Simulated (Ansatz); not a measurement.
CH₆GeS₂ (`SC[S][GeH3]`) at its PBE0-D4/def2-TZVP geometry, where that method's forces vanish. The species carries charge 0 and has multiplicity 1.

```json
{"atom": "S1", "x (Å)": "1.4589", "y (Å)": "1.3438", "z (Å)": "-0.3185"}
{"atom": "C2", "x (Å)": "0.3859", "y (Å)": "0.8046", "z (Å)": "1.0391"}
{"atom": "S3", "x (Å)": "0.3356", "y (Å)": "-0.9978", "z (Å)": "1.1285"}
{"atom": "Ge4", "x (Å)": "-0.6736", "y (Å)": "-1.4456", "z (Å)": "-0.8073"}
{"atom": "H5", "x (Å)": "1.0751", "y (Å)": "2.6333", "z (Å)": "-0.3232"}
{"atom": "H6", "x (Å)": "0.7824", "y (Å)": "1.1369", "z (Å)": "1.9988"}
{"atom": "H7", "x (Å)": "-0.6186", "y (Å)": "1.2055", "z (Å)": "0.9054"}
{"atom": "H8", "x (Å)": "-1.2909", "y (Å)": "-2.8380", "z (Å)": "-0.6152"}
{"atom": "H9", "x (Å)": "-1.7625", "y (Å)": "-0.3821", "z (Å)": "-1.0220"}
{"atom": "H10", "x (Å)": "0.3078", "y (Å)": "-1.4607", "z (Å)": "-1.9855"}
```

(1) For each bond, give half the difference of the two atoms' forces along it (eV/Å; positive pushes the atoms apart) under PBE-D4, r2SCAN-D4, B3LYP-D4, ωB97M-V in def2-TZVPP. (Estimate.)

Answers

(1) The calculation gave: 
```csv
bond,length (Å),PBE-D4,r2SCAN-D4,B3LYP-D4,ωB97M-V
S1–C2,1.812,0.19,0.19,0.28,0.11
S1–H5,1.345,0.26,0.00,-0.05,-0.12
C2–S3,1.805,0.14,0.13,0.22,0.13
C2–H6,1.090,0.10,-0.07,-0.16,-0.12
C2–H7,1.090,0.09,-0.07,-0.14,-0.12
S3–Ge4,2.229,0.16,0.04,0.22,0.04
Ge4–H8,1.535,0.07,-0.05,-0.05,-0.08
Ge4–H9,1.537,0.07,-0.04,-0.02,-0.07
Ge4–H10,1.533,0.06,-0.04,-0.04,-0.08
```

B3LYP here is the variant with VWN-RPA as its local correlation; programs differ in this.

Computed with Ansatz.
